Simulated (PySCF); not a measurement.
A search over the determinants of GeSb⁺

Unrestricted PBE0; basis Ge cc-pVDZ-PP with ECP10, Sb cc-pVDZ-PP with ECP28; scalar-relativistic core potentials; PySCF 2.14. Outer shells of the fragments: Ge+ 3d10 4s2 4p1; Sb 4d10 5s2 5p3.

Followed along the bond (rough minima from three points):

```
2Ms+1  unpaired  ⟨S²⟩ at the start  R at minimum (Å)  Te (eV)
    3      π ↑↑               2.00              2.61     0.00
    1      π ↑↓               1.00              2.62     0.24
    3  σ ↑, π ↑               2.19              2.47     0.60
    1  σ ↓, π ↑               1.19              2.47     0.81
    1      none               0.00              2.63     0.91
```

Solutions found at the starting distance of 2.625 Å, counted from the lowest of them; the search is not exhaustive and high or unbound solutions are not listed, so other states can lie among these:

| 2Ms+1 | unpaired | term | E (eV) | ⟨S²⟩ | ⟨Lz²⟩ | μ (D) |
| --- | --- | --- | --- | --- | --- | --- |
| 3 | π ↑↑ | ³Σ⁻ | 0.00 | 2.00 | 0.00 | -2.01 |
| 1 | π ↑↓ | mixed | 0.24 | 1.00 | 2.01 | -1.88 |
| 3 | σ ↑, π ↑ | ³Π | 0.72 | 2.19 | 1.01 | -1.88 |
| 1 | none | mixed | 0.91 | 0.00 | 2.00 | -1.54 |
| 1 | σ ↓, π ↑ | mixed | 0.93 | 1.19 | 1.01 | -1.89 |
| 5 | σ ↑, π ↑↑↑ | ⁵Π | 1.42 | 6.00 | 1.00 | -1.00 |

A term symbol is given only where ⟨S²⟩ and ⟨Lz²⟩ are close to those of a pure state; real π, δ and φ orbitals otherwise mix terms. A positive dipole points towards Sb; it is taken about the centre of mass and depends on that origin.

Spin–orbit coupling is left out.
